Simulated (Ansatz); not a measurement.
[MnCl4]- (MnCl₄⁻). The state is a quintet with charge -1. Geometry PBE-D4/def2-SVPD.

Cartesian coordinates in Å:
```
Mn 0.000 0.000 0.000
Cl -0.462 0.613 -2.111
Cl 1.936 -1.074 -0.383
Cl -0.902 -1.450 1.460
Cl -0.573 1.910 1.034
```

LC-ωPBE has ω = 0.4 bohr⁻¹. At HF/def2-TZVPD, PBE0-D4/def2-SVPD the charge -1 quintet is spin-contaminated (final ⟨S²⟩ up to 6.17, 6.00 for a pure state).

Estimate the α-spin orbital energies around the gap (eV) in Ansatz with HF/def2-TZVPD, PBE-D4/def2-TZVPD, PBE0-D4/def2-SVPD, CAM-B3LYP-D4/def2-TZVPD, LC-ωPBE/def2-TZVPD.


| orbital | HF/def2-TZVPD | PBE-D4/def2-TZVPD | PBE0-D4/def2-SVPD | CAM-B3LYP-D4/def2-TZVPD | LC-ωPBE/def2-TZVPD |
| --- | --- | --- | --- | --- | --- |
| HOMO−13 | -17.09 | -5.29 | -8.25 | -9.61 | -11.10 |
| HOMO−12 | -16.75 | -5.23 | -8.09 | -9.44 | -10.96 |
| HOMO−11 | -10.77 | -5.22 | -7.62 | -8.79 | -10.34 |
| HOMO−10 | -10.43 | -4.41 | -6.85 | -8.19 | -9.71 |
| HOMO−9 | -9.12 | -4.32 | -5.87 | -7.18 | -8.67 |
| HOMO−8 | -9.12 | -4.32 | -5.87 | -7.17 | -8.67 |
| HOMO−7 | -8.86 | -4.01 | -5.54 | -6.91 | -8.41 |
| HOMO−6 | -8.66 | -3.17 | -4.86 | -6.22 | -7.63 |
| HOMO−5 | -8.06 | -3.17 | -4.63 | -5.93 | -7.35 |
| HOMO−4 | -8.06 | -2.96 | -4.63 | -5.93 | -7.35 |
| HOMO−3 | -7.97 | -2.73 | -4.60 | -5.91 | -7.31 |
| HOMO−2 | -7.59 | -2.71 | -4.40 | -5.72 | -7.16 |
| HOMO−1 | -7.34 | -2.25 | -4.26 | -5.49 | -6.81 |
| HOMO | -7.33 | -2.25 | -4.26 | -5.49 | -6.81 |
| LUMO | 2.12 | -1.15 | -1.16 | 0.07 | 0.92 |
| LUMO+1 | 4.28 | 2.69 | 3.28 | 3.56 | 4.22 |
| LUMO+2 | 4.73 | 3.32 | 4.24 | 4.09 | 4.67 |
| LUMO+3 | 4.73 | 3.32 | 4.24 | 4.09 | 4.67 |
| LUMO+4 | 4.78 | 3.38 | 4.28 | 4.15 | 4.71 |
| LUMO+5 | 5.91 | 4.31 | 5.80 | 5.17 | 5.85 |
| β HOMO | -7.46 | -2.86 | -4.28 | -5.55 | -6.96 |
| β LUMO | 4.28 | 0.08 | 1.51 | 2.59 | 3.53 |
